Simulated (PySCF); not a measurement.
This script is equivalent to a calculation on Be (beryllium, neutral).

```python
from pyscf import gto, scf, dft, mp, cc
import basis_set_exchange as bse
mol = gto.M(atom="Be 0 0 0", charge=0, spin=0, symmetry="D2h",
            basis=gto.basis.parse(bse.get_basis("aug-cc-pVDZ-DK", elements=["Be"], fmt="nwchem", header=False)),
            nucmod="G")
mf = dft.UKS(mol, xc="MN15").sfx2c1e()
mf.irrep_nelec = {'Ag': (2, 2)}
mf.kernel()
```

Task: What total energy does it give?

Result: -14.662 hartree (calculated).

Task: Which occupied shell lies highest, and where?

Result: 2s, at -6.716 eV.
